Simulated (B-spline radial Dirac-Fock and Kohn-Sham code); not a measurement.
**Kohn-Sham estimates against Dirac-Fock for the levels of Se³⁺**

System: selenium as Se³⁺, configuration 1s2 2s2 2p6 3s2 3p6 3d10 4s2 4p1.

The density-functional columns are spherical, spin-unpolarised Dirac-Kohn-Sham results without Breit or QED terms: −ε is minus the orbital energy of the initial state and ΔSCF the difference of two total energies. The reference in the last column comes from Dirac-Fock ΔSCF + Breit + QED. All numbers are from an atomic code on a B-spline grid, in eV; a selection of levels is shown. For the 1s level of heavy atoms much of the gap between ΔSCF and the reference is the Breit and QED part, -27.3 eV here; for other levels the error of the functional can be larger.

```csv
level,PBE −ε,PBE ΔSCF,LDA −ε,LDA ΔSCF,Dirac-Fock
K,12538.1,12752.1,12516.7,12730.0,12705.4
L1,1643.2,1679.1,1640.8,1676.9,1707.7
L2,1477.9,1521.8,1477.3,1521.3,1524.2
L3,1436.2,1478.9,1435.6,1478.4,1483.2
M1,249.9,264.4,249.1,263.7,281.3
M2,193.3,207.8,193.1,207.6,217.4
M3,187.4,201.7,187.2,201.5,211.5
M4,89.96,103.9,90.29,104.2,101.9
M5,89.06,102.9,89.39,103.2,101.1
N1,49.31,55.88,49.68,56.30,53.55
"N2,3",36.42,42.19,36.75,42.58,41.81
```

Question: Order the estimates of the K (1s) level by their distance from the Dirac-Fock value, nearest first.
A. PBE −ε
B. LDA ΔSCF
C. PBE ΔSCF
D. LDA −ε

Answer: B (24.6 eV), C (46.7 eV), A (167.3 eV), D (188.7 eV).

Values without a named source are computed, but for edge energies of neutral atoms, which are taken from tables.
